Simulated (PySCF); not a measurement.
Spinor energies of Cd⁴³⁺ (cadmium, charge +43)

Start: [He] 2s2 2p1; 2p3/2 filled at m_j = +3/2. Calculated with PySCF 2.14 in an even-tempered Gaussian basis (17 s from 22 bohr⁻², ratio 2.4; 12 p from 29 bohr⁻², ratio 2.4; 5 d from 94 bohr⁻², ratio 2.6; 4 f from 140 bohr⁻², ratio 2.6): generalised Hartree-Fock with the X2C-1e Hamiltonian and a Gaussian nucleus; one run each with spin-orbit coupling (SO) screened by Boettger's factors, then bare. This is a chosen level, not necessarily the ground level.

| spinor shell | electrons | ε, screened SO (eV) | ε, bare SO (eV) | weight of nominal j (bare SO) | rms radius, bare SO (bohr) |
| --- | --- | --- | --- | --- | --- |
| 1s1/2 | 2 | -30670.5 | -30670.7 | 1.000 | 0.0346 |
| 2s1/2 | 2 | -7223.8 | -7223.9 | 1.000 | 0.135 |
| 2p3/2 | 1 | -6903.3 | -6900.5 | 1.000 | 0.119 |

```tsv
quantity	screened SO	bare SO
E (hartree)	-3153.07618	-3152.97053
M_J	3/2	3/2
⟨J²⟩	3.750	3.750
⟨L²⟩	2.000	2.000
⟨S²⟩	0.750	0.750
```

Each row is a mean over spinors that exchange with the open shell spreads, by up to 39.418 eV (2s1/2).

Breit and QED terms are absent; they matter most for the inner s and p1/2 levels.

Densities and radii are taken from the X2C orbitals without a picture-change correction, which distorts them close to the nucleus.
